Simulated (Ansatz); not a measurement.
Gas-phase electronic energies from Ansatz, PBE0-D4/def2-TZVP geometries. CCSD(T)/CBS is the MP2 limit (def2-TZVPP, def2-QZVPP) plus CCSD(T) − MP2 in def2-TZVPP, frozen cores. This one scheme is used for every species. DFT in def2-TZVPP. B3LYP here is the variant with VWN-RPA as its local correlation; programs differ in this. Each species was taken in one conformer, which may not be the lowest.

Consider the ligand exchange at a B–Cl bond: `OB(O)Cl` + `OB(O)O` → `OB(O)OB(O)O` + HCl.

```
          level  ΔE (kJ/mol)  difference from CCSD(T)/CBS
        PBE0-D4        -25.6                          5.9
       B3LYP-D4        -31.9                         -0.4
        ωB97M-V        -29.2                          2.3
         B2PLYP        -28.6                          2.9
  HF/def2-TZVPP        -34.3                         -2.8
 MP2/def2-TZVPP        -26.9                          4.6
CCSD/def2-TZVPP        -33.5                         -2.0
   HF/CBS(def2)        -35.5                         -4.0
  MP2/CBS(def2)        -25.9                          5.6
 CCSD/CBS(def2)        -32.5                         -1.0
    CCSD(T)/CBS        -31.5                            0
```

Largest T1 diagnostic among the species: 0.012.

The D4 term adds −4.1 kJ/mol with B3LYP and −2.6 kJ/mol with PBE0; it sums over pairs of atoms, weighted by their polarisabilities, and B3LYP, whose exchange is more repulsive, gets the larger term. From PBE to PBE0 (25 % exact exchange), in def2-TZVPP and without D4, ΔE moves by −3.6 kJ/mol.
